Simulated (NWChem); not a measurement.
Molecule: CH$_{6}$OSi; SMILES CO[SiH3]

```xyz
9

Si     0.0268     1.0485     0.0003
O     -0.5786    -0.5004    -0.0001
C      0.2144    -1.6533     0.0005
H     -1.1458     1.9628     0.0002
H      0.8711     1.2950     1.2129
H      0.8717     1.2956    -1.2117
H      0.8634    -1.7131     0.8944
H     -0.4435    -2.5358     0.0021
H      0.8617    -1.7151    -0.8946
```
Atoms are numbered in this order, from 1.

Results from NWChem. Pople sets run with spherical d functions. Coordinates come from a PBE0/def2-SVP optimisation. Vzz is the largest principal value of the second derivative of the potential at the nucleus (NWChem prints the opposite sign); η is the asymmetry. Non-relativistic.

| level | Vzz O2 (a.u.) | η O2 |
|---|---|---|
| PBE/6-31G* | ___ | 0.47 |
| PBE/cc-pVTZ | 1.623 | 0.45 |
| B3LYP/def2-TZVP | 1.643 | 0.44 |
| B3LYP/6-31G* | 1.581 | 0.47 |

Question: Complete the blanks.

Answer: 
- PBE/6-31G*, Vzz O2 (a.u.): 1.552
